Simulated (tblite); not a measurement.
C7H9FOS.
SMILES with atom numbers: `[CH:1]#[C:2][C@@:3]1([CH3:4])[CH2:5][S@@:6](=[O:7])[CH2:8][C@H:9]1[F:10]` (hydrogens: H11 on C1; H12, H13, H14 on C4; H15, H16 on C5; H17, H18 on C8; H19 on C9)

Computed with GFN2-xTB (tblite), gas phase: L-BFGS steps from a force-field or distance-geometry start until the largest atomic force falls under 0.01 eV/Å.

Step 15: E = -858.3415 eV
```
atom  x, y, z in Å  |  force x, y, z in eV/Å
C1     -2.8357    0.9480   -0.9732    0.009  -0.017  -0.001
C2     -1.7929    0.5789   -0.5177    0.001   0.003  -0.030
C3     -0.5036    0.2145    0.0452    0.023   0.029   0.055
C4     -0.2367    1.0894    1.2768   -0.023   0.039   0.095
C5     -0.4042   -1.2584    0.4242    0.028   0.027   0.024
S6      1.3653   -1.4440    0.9545   -0.040  -0.020  -0.127
O7      1.8129   -2.7625    0.5301    0.019  -0.154   0.029
C8      1.8743   -0.2598   -0.4082   -0.012   0.044  -0.031
C9      0.6274    0.3945   -0.9887    0.083  -0.026   0.023
F10     0.2796   -0.2571   -2.1552    0.012   0.050  -0.006
H11    -3.7553    1.2576   -1.3717   -0.007  -0.035  -0.007
H12     0.6784    0.7897    1.7792    0.046   0.064  -0.039
H13    -0.1713    2.1407    1.0055    0.031  -0.011  -0.077
H14    -1.0512    0.9884    1.9885   -0.098  -0.054  -0.007
H15    -1.0697   -1.5338    1.2390    0.019  -0.012  -0.017
H16    -0.5453   -1.9227   -0.4300   -0.080   0.057   0.072
H17     2.3854   -0.8670   -1.1568   -0.017   0.096   0.059
H18     2.5599    0.4665    0.0233   -0.012  -0.006  -0.074
H19     0.7728    1.4463   -1.2720    0.018  -0.075   0.058
```

Step 16: E = -858.3446 eV
```
atom  x, y, z in Å  |  force x, y, z in eV/Å
C1     -2.8346    0.9461   -0.9726   -0.019  -0.007  -0.016
C2     -1.7914    0.5787   -0.5169    0.039  -0.023  -0.017
C3     -0.5017    0.2142    0.0481   -0.009   0.063   0.046
C4     -0.2398    1.0930    1.2780   -0.006   0.040   0.056
C5     -0.4000   -1.2578    0.4274   -0.044   0.049   0.006
S6      1.3663   -1.4479    0.9502    0.003  -0.060  -0.055
O7      1.8087   -2.7660    0.5178    0.019  -0.146   0.036
C8      1.8740   -0.2623   -0.4060    0.010   0.067  -0.048
C9      0.6309    0.3930   -0.9854   -0.028  -0.014   0.028
F10     0.2795   -0.2581   -2.1513    0.021   0.056  -0.015
H11    -3.7546    1.2552   -1.3724    0.019  -0.042   0.005
H12     0.6772    0.7997    1.7796    0.052   0.045  -0.015
H13    -0.1755    2.1425    0.9997    0.016  -0.002  -0.060
H14    -1.0559    0.9912    1.9878   -0.082  -0.046  -0.003
H15    -1.0677   -1.5374    1.2383    0.018  -0.002   0.017
H16    -0.5448   -1.9168   -0.4280   -0.078   0.006   0.019
H17     2.3831   -0.8654   -1.1558    0.022   0.038   0.005
H18     2.5611    0.4630    0.0207    0.019   0.027  -0.027
H19     0.7753    1.4444   -1.2667    0.029  -0.048   0.037
```

Step 17: E = -858.3468 eV
```
atom  x, y, z in Å  |  force x, y, z in eV/Å
C1     -2.8338    0.9445   -0.9723   -0.024  -0.005  -0.019
C2     -1.7900    0.5783   -0.5168    0.051  -0.028  -0.005
C3     -0.5004    0.2151    0.0510   -0.026   0.057   0.025
C4     -0.2420    1.0961    1.2800    0.003   0.027   0.011
C5     -0.3981   -1.2565    0.4297   -0.073   0.042  -0.007
S6      1.3671   -1.4519    0.9459    0.041  -0.088   0.007
O7      1.8062   -2.7710    0.5105    0.003  -0.105   0.032
C8      1.8740   -0.2629   -0.4054    0.024   0.045  -0.034
C9      0.6329    0.3918   -0.9827   -0.091   0.005   0.025
F10     0.2799   -0.2577   -2.1490    0.018   0.052  -0.018
H11    -3.7540    1.2528   -1.3728    0.027  -0.045   0.008
H12     0.6775    0.8072    1.7795    0.038   0.035   0.005
H13    -0.1779    2.1437    0.9946   -0.002   0.007  -0.033
H14    -1.0606    0.9920    1.9871   -0.048  -0.028  -0.003
H15    -1.0661   -1.5398    1.2383    0.015   0.007   0.045
H16    -0.5462   -1.9125   -0.4261   -0.079  -0.021  -0.019
H17     2.3820   -0.8635   -1.1551    0.053  -0.004  -0.046
H18     2.5622    0.4614    0.0184    0.036   0.049   0.008
H19     0.7775    1.4421   -1.2622    0.033  -0.004   0.017
```

Step 18: E = -858.3488 eV
```
atom  x, y, z in Å  |  force x, y, z in eV/Å
C1     -2.8328    0.9427   -0.9721   -0.013  -0.009  -0.014
C2     -1.7883    0.5778   -0.5172    0.037  -0.020   0.005
C3     -0.4997    0.2167    0.0541   -0.025   0.023   0.001
C4     -0.2437    1.0992    1.2821    0.007   0.010  -0.026
C5     -0.3980   -1.2546    0.4314   -0.067   0.009  -0.012
S6      1.3683   -1.4567    0.9421    0.055  -0.096   0.042
O7      1.8039   -2.7774    0.5055   -0.017  -0.054   0.023
C8      1.8745   -0.2625   -0.4057    0.036   0.002  -0.009
C9      0.6333    0.3908   -0.9799   -0.091   0.024   0.014
F10     0.2805   -0.2563   -2.1475    0.004   0.045  -0.017
H11    -3.7530    1.2496   -1.3731    0.020  -0.042   0.002
H12     0.6786    0.8140    1.7794    0.012   0.028   0.019
H13    -0.1798    2.1446    0.9893   -0.020   0.018   0.000
H14    -1.0656    0.9916    1.9860   -0.003  -0.001  -0.004
H15    -1.0644   -1.5417    1.2395    0.011   0.019   0.063
H16    -0.5495   -1.9086   -0.4247   -0.078  -0.031  -0.039
H17     2.3822   -0.8613   -1.1556    0.066  -0.023  -0.078
H18     2.5636    0.4614    0.0163    0.036   0.053   0.031
H19     0.7804    1.4399   -1.2573    0.029   0.044  -0.002
```

**Question.** Estimate the geometry and energy of step 19. (The exact step hangs on the optimiser's Hessian estimate; all steps are aligned on step 18, rigid shifts and turns removed.)

**Answer.** E = -858.3505 eV, largest force 0.098 eV/Å
```
atom  x, y, z in Å  |  force x, y, z in eV/Å
C1     -2.8318    0.9408   -0.9720    0.004  -0.015  -0.007
C2     -1.7866    0.5774   -0.5177    0.007  -0.007   0.011
C3     -0.4996    0.2184    0.0567   -0.007  -0.020  -0.016
C4     -0.2450    1.1019    1.2836    0.008  -0.002  -0.043
C5     -0.3991   -1.2529    0.4327   -0.034  -0.033  -0.009
S6      1.3700   -1.4620    0.9397    0.038  -0.077   0.037
O7      1.8017   -2.7841    0.5021   -0.029  -0.015   0.014
C8      1.8756   -0.2623   -0.4063    0.040  -0.035   0.009
C9      0.6324    0.3903   -0.9773   -0.031   0.034  -0.001
F10     0.2810   -0.2542   -2.1465   -0.012   0.041  -0.013
H11    -3.7519    1.2460   -1.3733    0.002  -0.036  -0.009
H12     0.6798    0.8202    1.7794   -0.016   0.022   0.025
H13    -0.1816    2.1456    0.9847   -0.036   0.027   0.027
H14    -1.0697    0.9907    1.9847    0.037   0.025  -0.004
H15    -1.0628   -1.5429    1.2419    0.008   0.030   0.067
H16    -0.5545   -1.9055   -0.4241   -0.072  -0.028  -0.036
H17     2.3837   -0.8594   -1.1577    0.058  -0.017  -0.077
H18     2.5651    0.4625    0.0147    0.019   0.035   0.038
H19     0.7836    1.4386   -1.2527    0.016   0.071  -0.014
```

The energy changes by -0.0017 eV. The first-order estimate −F·Δx gives -0.0024 eV and the mean of the old and new forces, exact on a quadratic surface, -0.0017 eV. The step makes an angle of 62° with the force vector and moves no atom by more than 0.008 Å.

The cost below is that of the whole relaxation. Time: 0.77 s wall. Hardware: an Arm Neoverse N1 with one thread, no GPU, on a shared host.
